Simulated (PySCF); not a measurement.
Write a Z-matrix for `C1C[C@@]2([C@@H](O2)C[C@H]1Cl)C(F)F` as optimised with PBE0-D3(BJ)/def2-SVP.

Z-matrix in Å and degrees, rows numbered from 1:
```
F 
C   1  1.3505
F   2  1.3524  1  107.52
C   2  1.5064  1  110.14  3  -119.61
C   4  1.5070  2  115.95  1    53.43
C   5  1.5236  4  111.95  2   175.38
C   6  1.5170  5  109.86  4   -51.53
Cl  7  1.7968  6  110.71  5  -172.35
C   7  1.5220  6  112.53  5    64.86
C   4  1.4706  2  118.16  1  -151.48
O   4  1.4106  2  113.39  1   -85.47
H   2  1.1037  1  108.55  3   118.09
H   5  1.1008  4  108.57  2   -61.93
H   5  1.1026  4  107.81  2    53.41
H   6  1.1013  5  110.45  4    69.21
H   6  1.0992  5  110.09  4  -172.34
H   7  1.1015  6  109.03  5   -57.12
H   9  1.0997  7  109.90  6  -166.49
H   9  1.1019  7  109.17  6    76.60
H  10  1.0989  4  118.17 11  -101.84
```

The C–C distances run from 1.471 Å (C4–C10, drawn single) to 1.524 Å (C5–C6, drawn single), a spread of 0.053 Å. Of the pairs four or more bonds apart, F1···H13 is among the closest relative to their van der Waals radii: 2.60 Å, 97 % of the sum of Bondi's values. The 3-membered ring C4–C10–O11 has internal angles of 58.4° to 62.7°. The 6-membered ring C4–C5–C6–C7–C9–C10 has internal angles of 109.9° to 121.3° (sum 689°, against 720° for a flat polygon); it is puckered, 0.21 Å rms from its mean plane, widest ring torsion 65°.

Computed with PySCF, PBE0-D3(BJ)/def2-SVP geometry optimisation, gas phase.

Point group: C1 (no symmetry element, even within 0.4 Å). No frequency check. One conformer, not necessarily the lowest (F1–C2–C4–C5 53°, C2–C4–C5–C6 175°, C4–C5–C6–C7 -52°, C5–C6–C7–Cl8 -172°, C6–C7–C9–C10 -43°).
